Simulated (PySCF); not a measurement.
C4H10N2, SMILES C=C[C@@H](N)CN. Geometry optimised at PBE-D3(BJ)/def2-SVP. Other conformers were not sampled.

Level of theory: PBE-D3(BJ)/def2-SVP in PySCF.

Harmonic wavenumbers (cm⁻¹): 85, 113, 235, 241, 305, 338, 368, 401, 611, 677, 784, 797, 835, 881, 893, 945, 990, 1040, 1059, 1126, 1164, 1184, 1241, 1276, 1322, 1326, 1341, 1384, 1394, 1572, 1578, 1661, 2964, 2975, 3028, 3037, 3063, 3160, 3381, 3414, 3465, 3506. Rotational constants (GHz): 5.288, 2.338, 1.939; symmetry number 1.

**Question.** Work out the zero-point energy and the ideal-gas rigid-rotor harmonic-oscillator thermochemistry at 298.15 K and 1 atm.

**Answer.** ZPE = ½ Σ hcν = ½ × 61162 cm⁻¹ = 87.44 kcal/mol. H − E(el) = 92.83 kcal/mol. Entropy in cal/(mol K): translation 39.27, rotation 27.00, vibration 17.66, total 83.93. G − E(el) = 67.81 kcal/mol. Cp = 29.83 cal/(mol K). Modes under 150 cm⁻¹ make the vibrational entropy uncertain.
